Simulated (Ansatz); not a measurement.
Cl$_{3}$GeH, SMILES `[Cl][GeH]([Cl])[Cl]`, 5 atoms. Charge 0, multiplicity 1. Correlated methods include outer-core shells of Ge, which these sets cover unevenly. Scalar relativity is left out up to krypton. All runs use 2 threads of a server CPU on a shared host. Correlated methods freeze the cores.

Give the basis size and wall time and peak host memory of each of these runs in Ansatz. RKS PBE0-D4/def2-TZVPP energy; RKS ωB97X-V/def2-TZVPP energy; RKS ωB97M-V/def2-QZVPP energy; RKS PBE0-D4/def2-QZVPP energy; RKS PBE0-D4/def2-TZVP relaxation (3 steps); RKS PBE-D4/def2-TZVPP energy and forces; RHF-CCSD(T)/def2-TZVPP energy; RHF-MP2/def2-QZVPP energy; RKS PBE0-D4/def2-TZVP frequencies; RKS ωB97M-V/def2-TZVPP energy and forces; RKS PBE0-D4/def2-SVP energy; direct RPA on PBE orbitals/def2-TZVPP energy. (Estimate.)

The calculation gave: Other jobs shared the machine, so times are rough.

```tsv
level	job	functions	wall time	peak host memory (GiB)
RKS PBE0-D4/def2-SVP	energy	91	2.6 s	0.2
RKS PBE-D4/def2-TZVPP	energy and forces	188	4 s	0.27
RKS PBE0-D4/def2-TZVPP	energy	188	7 s	0.64
direct RPA on PBE orbitals/def2-TZVPP	energy	188	7 s	0.36
RKS ωB97X-V/def2-TZVPP	energy	188	13 s	0.71
RKS PBE0-D4/def2-QZVPP	energy	329	18 s	1.3
RKS ωB97M-V/def2-TZVPP	energy and forces	188	20 s	0.74
RHF-MP2/def2-QZVPP	energy	329	27 s	1.3
RKS PBE0-D4/def2-TZVP	relaxation (3 steps)	165	28 s	0.51
RKS ωB97M-V/def2-QZVPP	energy	329	34 s	1.5
RHF-CCSD(T)/def2-TZVPP	energy	188	97 s	1.8
RKS PBE0-D4/def2-TZVP	frequencies	165	2.7 min	0.51
```
